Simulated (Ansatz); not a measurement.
Job for Ansatz (a program for electronic structure): R-SVWN5/def2-TZVPP on C3H6O2 (SMILES COC(C)=O), a point of a torsion scan.

Ansatz 0.2 input:
```yaml
crystal:
  periodic: [false, false, false]
  atoms:
    - {symbol: C, position_ang: [0.37697778, -0.00847819, 1.86710965]}
    - {symbol: O, position_ang: [0.56153592, -0.12004029, 0.47222018]}
    - {symbol: C, position_ang: [-0.47773752, -0.16394572, -0.38061270]}
    - {symbol: C, position_ang: [-1.86993152, -0.08964949, 0.19995601]}
    - {symbol: O, position_ang: [-0.25607100, -0.25928075, -1.55547250]}
    - {symbol: H, position_ang: [-0.17678791, -0.86013551, 2.27026574]}
    - {symbol: H, position_ang: [1.37838982, 0.00198435, 2.29425157]}
    - {symbol: H, position_ang: [-0.13694218, 0.91871081, 2.13311855]}
    - {symbol: H, position_ang: [-2.58464155, -0.13899868, -0.61593677]}
    - {symbol: H, position_ang: [-2.00727818, 0.84322979, 0.74321642]}
    - {symbol: H, position_ang: [-2.04390600, -0.91957400, 0.88197265]}
basis:
  gaussian:
    orbitals: def2-TZVPP
hamiltonian:
  xc: {name: SVWN5}
scf: {lower_state_search: off}
```

Task: Predict the final total energy.

Result: -266.3263 hartree.
